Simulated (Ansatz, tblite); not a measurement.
Removing and adding an electron: In(CO)H3 (CH₃InO). Charge 0, multiplicity 1. Geometry: PBE-D4/def2-TZVP. Ansatz, gas phase; energy differences of separate SCF runs; the oxidised species was run as a doublet alone; the reduced species was run as a doublet alone.

```xyz
6

In    0.004   -0.018   -0.980
C    -0.014    0.036    1.543
O    -0.009    0.046    2.676
H     1.720    0.243   -1.060
H    -1.080    1.330   -1.138
H    -0.621   -1.638   -1.040
```

In the def2 sets In takes a core potential; there is no spin–orbit coupling. The xTB rows come from tblite. Correlated methods freeze 6 core orbitals; core or outer-core shells of In are correlated, in sets that lack core-valence functions. HOMO above LUMO, or a gap near zero within one spin, warns that the state may not be the lowest or that an electron is smeared out.

```
               level  −HOMO (eV)  vertical IE (eV)  −LUMO (eV)  vertical EA (eV)  HOMO–LUMO gap (eV)  IE − EA (eV)                                                                   remarks
            GFN2-xTB       11.34             14.23        9.44                 –                1.90             –                                                                         –
r2SCAN-D4/def2-TZVPD        7.09                 –        2.94             -0.09                4.15             –  HOMO above zero (-1 doublet), gap within one spin near zero (-1 doublet)
  PBE0-D4/def2-TZVPD        7.95                 –        2.00             -0.18                5.95             –                                              HOMO above zero (-1 doublet)
      MP2/def2-TZVPD           –                 –           –             -0.80                   –             –                                                                         –
      MP2/def2-TZVPP           –             10.26           –                 –                   –             –                                                                         –
     CCSD/def2-TZVPD           –                 –           –             -0.63                   –             –                                                                         –
     CCSD/def2-TZVPP           –             10.30           –                 –                   –             –                                                                         –
  CCSD(T)/def2-TZVPP           –             10.27           –                 –                   –             –                                                                         –
```

**Question.** Estimate the rows for GFN1-xTB, HF/def2-TZVPD, HF/def2-TZVPP, PBE-D4/def2-TZVPD, r2SCAN-D4/def2-TZVP, PBE0-D4/def2-TZVP, CCSD(T)/def2-TZVPD.

**Answer.** 
```json
{"level": "GFN1-xTB", "−HOMO (eV)": "11.79", "vertical IE (eV)": "14.61", "−LUMO (eV)": "8.90", "vertical EA (eV)": "4.68", "HOMO–LUMO gap (eV)": "2.89", "IE − EA (eV)": "9.93", "remarks": "–"}
{"level": "HF/def2-TZVPD", "−HOMO (eV)": "–", "vertical IE (eV)": "–", "−LUMO (eV)": "–", "vertical EA (eV)": "-0.91", "HOMO–LUMO gap (eV)": "–", "IE − EA (eV)": "–", "remarks": "–"}
{"level": "HF/def2-TZVPP", "−HOMO (eV)": "–", "vertical IE (eV)": "9.64", "−LUMO (eV)": "–", "vertical EA (eV)": "–", "HOMO–LUMO gap (eV)": "–", "IE − EA (eV)": "–", "remarks": "–"}
{"level": "PBE-D4/def2-TZVPD", "−HOMO (eV)": "6.81", "vertical IE (eV)": "–", "−LUMO (eV)": "3.14", "vertical EA (eV)": "-0.02", "HOMO–LUMO gap (eV)": "3.67", "IE − EA (eV)": "–", "remarks": "HOMO above zero (-1 doublet), gap within one spin near zero (-1 doublet)"}
{"level": "r2SCAN-D4/def2-TZVP", "−HOMO (eV)": "7.08", "vertical IE (eV)": "10.04", "−LUMO (eV)": "2.92", "vertical EA (eV)": "–", "HOMO–LUMO gap (eV)": "4.16", "IE − EA (eV)": "–", "remarks": "–"}
{"level": "PBE0-D4/def2-TZVP", "−HOMO (eV)": "7.94", "vertical IE (eV)": "10.14", "−LUMO (eV)": "1.97", "vertical EA (eV)": "–", "HOMO–LUMO gap (eV)": "5.97", "IE − EA (eV)": "–", "remarks": "–"}
{"level": "CCSD(T)/def2-TZVPD", "−HOMO (eV)": "–", "vertical IE (eV)": "–", "−LUMO (eV)": "–", "vertical EA (eV)": "-0.63", "HOMO–LUMO gap (eV)": "–", "IE − EA (eV)": "–", "remarks": "–"}
```

Run but left out: PBE-D4/def2-TZVP (charge +1 doublet: an occupied level 0.16 eV above an empty one).   A HOMO above zero means that the electron is unbound at that level or that self-interaction error raises the level; the energy of removing that electron tells which. Raw xTB energy differences between charge states are shifted by several eV; the methods need an empirical correction for them. A negative affinity means that the extra electron isn't bound; its size then hangs on the basis.
